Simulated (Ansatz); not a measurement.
Geometry optimisation, Ansatz 0.2.0, UHF/6-31G*.

Input:

```yaml
crystal:
  periodic: [false, false, false]
  atoms:
    - { symbol: Si, position_ang: [-0.632028, 0.097179, -0.869817] }
    - { symbol: "N", position_ang: [1.552507, 1.792604, 0.59532] }
    - { symbol: "N", position_ang: [0.50079, 0.136365, -1.972834] }
    - { symbol: H, position_ang: [1.554139, 1.423106, -0.344167] }
    - { symbol: H, position_ang: [-1.541779, 1.250022, -0.784685] }
    - { symbol: Si, position_ang: [-1.131017, -1.623539, 0.665015] }
    - { symbol: H, position_ang: [0.79007, 2.43049, 0.715913] }
    - { symbol: H, position_ang: [1.492507, 1.049131, 1.262596] }
    - { symbol: H, position_ang: [1.123666, -0.606131, -2.212599] }
    - { symbol: H, position_ang: [-2.027937, -1.106553, 1.716472] }
    - { symbol: H, position_ang: [0.116999, -2.11426, 1.27865] }
    - { symbol: H, position_ang: [-1.797717, -2.728414, -0.049664] }
magnetization:
  spin_polarized: true
basis:
  gaussian: { orbitals: "6-31G*" }
hamiltonian:
  xc: hf
relax:
  f_tol: 0.03
  max_steps: 50
```

Run as:

```bash
$ ansatz run input.yaml --threads 2 --pin off --max-ram 3072MiB --backend cpu --events-out ev --progress --plain --runs-dir out
```

Question: Where does it end, and by what steps?

Answer: The run ended unconverged. The force dipped under the threshold on the way, but the program's further checks kept it going. After 49 steps the energy has fallen by 0.278 eV; H7 moved furthest, 2.46 Å.

```csv
step,energy less start (eV),largest force component (eV/Å),accepted
0,0.0000,0.504,yes
2,-0.0985,0.645,yes
4,-0.1579,0.681,yes
6,-0.1720,0.426,yes
8,-0.1809,0.109,yes
10,-0.1867,0.453,yes
12,-0.1978,0.237,yes
14,-0.2084,0.329,yes
16,-0.2203,0.371,yes
18,-0.2292,0.342,yes
20,-0.2395,0.264,yes
22,-0.2454,0.160,yes
24,-0.2502,0.245,yes
26,-0.2538,0.274,yes
28,-0.2581,0.148,yes
30,-0.2559,0.150,no
32,-0.2619,0.196,yes
34,-0.2648,0.222,yes
36,-0.2691,0.141,yes
38,-0.2713,0.035,yes
40,-0.2596,0.218,no
42,-0.2735,0.187,yes
44,-0.2755,0.006,yes
46,-0.2754,0.246,no
48,-0.2770,0.132,yes
49,-0.2775,0.055,yes
```

```xyz
12
Properties=species:S:1:pos:R:3
Si -1.105 -0.345 -0.163
N 2.612 2.796 0.123
N 0.441 0.165 -0.250
H 1.916 2.090 -0.045
H -2.126 0.708 -0.235
Si -1.839 -2.562 0.082
H 2.569 3.439 -0.647
H 2.323 3.302 0.940
H 1.185 -0.508 -0.208
H -2.596 -2.705 1.342
H -0.661 -3.449 0.105
H -2.718 -2.930 -1.044
```

The run took 61 s on 2 threads of AMD EPYC 7B13 (Zen 3), with other jobs on the host, peak memory 0.24 GiB.
